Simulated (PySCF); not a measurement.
C4H6F2. Atoms are numbered in the order given.

```xyz
12

C      1.6021     0.0000    -1.1344
C      0.6699     0.0000     0.0269
F      1.3096     0.0000     1.2147
C     -0.6699     0.0000     0.0269
C     -1.6021     0.0000    -1.1344
F     -1.3096     0.0000     1.2147
H      2.2561     0.8875    -1.0964
H      1.0710     0.0000    -2.0939
H      2.2561    -0.8875    -1.0964
H     -2.2561    -0.8875    -1.0964
H     -2.2561     0.8875    -1.0964
H     -1.0710     0.0000    -2.0939
```

The structure is a stationary point at B3LYP-D3(BJ)/def2-SVP.

The numbers are results of KT2/pcSseg-1 in PySCF, not measurements.

GIAO shieldings, no solvent; atoms alike by connectivity are averaged. δ = σ(ref) − σ: ¹³C against TMS (σ = 185.1 ppm); ¹⁹F against CFCl3 (σ = 127.1 ppm); ¹H against TMS (σ = 31.47 ppm), references at their B3LYP-D3(BJ)/def2-TZVP geometries, non-relativistic.

Computed chemical shifts:
| nucleus | atoms | count | δ (ppm) |
|---|---|---|---|
| ¹³C | C2, C4 | 2 | 143.7 |
| ¹³C | C1, C5 | 2 | 18.1 |
| ¹⁹F | F3, F6 | 2 | -170.5 |
| ¹H | H7, H8, H9, H10, H11, H12 | 6 | 2.21 |
